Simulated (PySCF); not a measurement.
FGe, doublet, geometry from GFN2-xTB. Base run: PBE0/cc-pVDZ (PySCF).

The PySCF input:
```python
from pyscf import gto, scf, dft, solvent

mol = gto.Mole()
mol.atom = '''
    Ge   -0.00000000   -0.00000000   -0.40135630
    F     0.00000000    0.00000000    1.42704462
'''
mol.basis = 'cc-pvdz'
mol.spin = 1
mol.verbose = 4
mol.build()

mf = dft.UKS(mol)
mf.xc = 'pbe0'
mf.kernel()
mf.analyze()
```

Each row names what was changed in the base input (with any setting that the change needs).

| change | ΔE vs base (kcal/mol) | dipole (D) |
|---|---|---|
| base | 0.000 | 2.17 |
| model = IEF-PCM; solvent = n-hexane; vdw_scale = 1.1 | -1.72 | 2.38 |
| model = IEF-PCM; solvent = n-hexane | -1.25 | 2.34 |
| model = C-PCM; solvent = n-hexane | -1.54 | 2.37 |
| model = COSMO; solvent = n-hexane | -1.21 | 2.33 |
| model = SS(V)PE; solvent = n-hexane | -1.25 | 2.34 |
| model = IEF-PCM; solvent = n-hexane; vdw_scale = 1.0 | -2.45 | 2.44 |
| model = IEF-PCM; solvent = n-hexane; r_probe = 0.5 | -0.613 | 2.27 |
| model = IEF-PCM; solvent = dichloromethane | -2.93 | 2.57 |
| model = IEF-PCM; solvent = toluene | -1.63 | 2.39 |
| model = IEF-PCM; solvent = n-hexane; lebedev_order = 11 | -1.23 | 2.34 |
| model = ddCOSMO; solvent = n-hexane | -1.76 | 2.38 |

The base is the gas phase, so ΔE is the electrostatic part of solvation at a fixed geometry, without cavity and dispersion terms.

Open shells are given as the SCF converged; they aren't shown to be the lowest states, and a large step between rows can be another state.
